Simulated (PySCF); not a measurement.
C3H4F2Si, SMILES FC([SiH3])(C#C)F. Heavy atoms are numbered as in [CH:1]#[C:2][C:3]([F:4])([F:5])[SiH3:6]. Hydrogens are named by the atom that carries them.

Geometry optimised at PBE-D3(BJ)/def2-SVP. This is a generated structure with no PubChem entry under its InChIKey; it may be hypothetical.

These are HF/pcSseg-1 (PySCF) values and carry that method's errors.

GIAO shieldings, no solvent; atoms alike by connectivity are averaged. δ = σ(ref) − σ: ¹³C against TMS (σ = 192.6 ppm); ¹⁹F against CFCl3 (σ = 238.5 ppm); ²⁹Si against TMS (σ = 393.8 ppm); ¹H against TMS (σ = 31.99 ppm), references at their B3LYP-D3(BJ)/def2-TZVP geometries, non-relativistic.

**Question.** Estimate the chemical shifts. (The exact figures need the calculation; the answer reports its results.)

**Answer.** 
```json
[
 {"nucleus": "¹³C", "atoms": "C3", "count": "1", "δ (ppm)": "108.0"},
 {"nucleus": "¹³C", "atoms": "C1 (CH)", "count": "1", "δ (ppm)": "97.0"},
 {"nucleus": "¹³C", "atoms": "C2", "count": "1", "δ (ppm)": "75.1"},
 {"nucleus": "¹⁹F", "atoms": "F4", "count": "2", "δ (ppm)": "-97.3"},
 {"nucleus": "²⁹Si", "atoms": "Si6 (SiH3)", "count": "1", "δ (ppm)": "-49.3"},
 {"nucleus": "¹H", "atoms": "H on Si6", "count": "3", "δ (ppm)": "4.44"},
 {"nucleus": "¹H", "atoms": "H on C1", "count": "1", "δ (ppm)": "4.29"}
]
```
